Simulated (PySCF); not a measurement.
Species: C₃H₉FO₂Si₂.
Structure used (GFN2-xTB), in Å, numbered top down from 1:
```
atom  x, y, z in Å
F1    -3.6551   -0.5473   -0.4232
Si2   -2.6714   -0.0766    0.7672
C3    -0.9539    0.1460   -0.0160
C4    -0.1253   -1.1107   -0.3170
C5     0.7690   -0.6262    0.8315
O6     2.0668   -0.3596    0.5088
Si7    2.5840    1.1258    0.0558
O8    -0.0151    0.5409    1.0211
H9    -2.6752   -1.1749    1.7210
H10   -3.1944    1.1841    1.2626
H11   -0.9382    0.8823   -0.8270
H12   -0.6183   -2.0666   -0.1604
H13    0.3873   -1.1046   -1.2757
H14    0.7621   -1.2619    1.7304
H15    1.8784    1.5989   -1.1402
H16    3.9634    0.7599   -0.2283
H17    2.4289    2.1025    1.1290
```

Definitions: NICS(0) = −σiso at the ring centroid; NICS(1) = −σiso and NICS(1)zz = −σzz at ±1 Å along the ring normal z. Level: GIAO PBE0/pcSseg-1 (PySCF, non-relativistic, gas phase) on the GFN2-xTB geometry, one conformer.

Ring bond lengths (Å), with Mayer bond orders in brackets: C3–C4 1.535 (1.03), C4–C5 1.534 (1.01), C5–O8 1.419 (0.93), O8–C3 1.454 (0.85).

Q: Give the NICS values of each ring in ppm.

A: 
```csv
ring,type,NICS(0),"NICS(1), two faces","NICS(1)zz, two faces",rms pucker (Å),"centre to ring atoms, mean (Å)"
C3–C4–C5–O8,4-membered ring with O; formal bonds all single,-1.0,1.3 / 0.1,3.9 / 1.5,0.01,1.05
```

Q: What do they say, and how far can they be read as aromaticity?

A: 
- C3–C4–C5–O8: mean NICS(1)zz 2.7 ppm, near zero. C3, C4, C5 have four or more neighbours, and the NICS criterion for π rings isn't applied.

Q: What field does 14.1 T along the ring normal induce along that normal at the second NICS(1) probe listed for ring C3–C4–C5–O8, 1 Å off the ring?

A: NICSzz × B0 = 1.5 ppm × 14.1 T = 21 μT, along the applied field.

Q: What are the shieldings of the ring atoms and their hydrogens in the same run (means over atoms taken as equivalent)?

A: 
| atoms | environment | σ isotropic (ppm) | principal values of the symmetric part, first atom (ppm) |
| --- | --- | --- | --- |
| C3 | sp3 carbon bound to oxygen | 119.7 | 86.0, 97.8, 175.4 |
| C4 | four-membered-ring carbon | 149.6 | 128.9, 140.9, 178.9 |
| C5 | sp3 carbon bearing two oxygens | 84.2 | 66.4, 82.7, 103.6 |
| O8 | cyclic ether oxygen | 264.0 | 173.3, 246.4, 372.2 |
| H11 | methine hydrogen | 26.80 | 24.2, 25.9, 30.3 |
| H12 | methylene hydrogen | 28.76 | 25.4, 28.2, 32.7 |
| H13 | methylene hydrogen | 28.85 | 25.8, 28.5, 32.3 |
| H14 | methine hydrogen | 25.77 | 20.9, 27.1, 29.3 |
